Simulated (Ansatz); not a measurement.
System: CuF2, net charge 0, doublet state. The spin state was set by rule; other spins were not relaxed. SMILES: [F][Cu][F]
Structure (B3LYP-D3(BJ)/def2-TZVP (Ansatz, an electronic-structure program) minimum search):
```xyz
3

Cu     0.0000     0.0000     0.0000
F      0.0000     0.0000     1.7336
F      0.0000     0.0000    -1.7336
```
Charge 0, spin multiplicity 2.

Computed values are from Ansatz. Correlated levels leave the core frozen unless marked. UHF or UKS for open shells. No spin-orbit coupling. The frozen core is the preceding noble-gas configuration, with the filled d and f shells of earlier blocks. No relativistic terms. Basis-set limits of correlation are two-point, X^-3; Hartree-Fock from the larger set. [CCSD(T)-MP2]/basis is that difference in the basis named.

```yaml
atomisation energy De: 183.5 kcal/mol at RI-MP2/CBS(def2-TZVPPD,def2-QZVPPD)+[CCSD(T)-MP2]/def2-TZVPPD
vertical ionisation energy (to the triplet): 13.63 eV at RI-MP2/CBS(def2-TZVPPD,def2-QZVPPD)+[CCSD(T)-MP2]/def2-TZVPPD
total_energy: -1839.0772 Eh at RI-MP2/CBS(def2-TZVPPD,def2-QZVPPD)+[CCSD(T)-MP2]/def2-TZVPPD
dipole_moment: 0.00 D at CCSD(T)/def2-SVPD
T1 diagnostic: 0.026 at CCSD/def2-TZVPPD
```
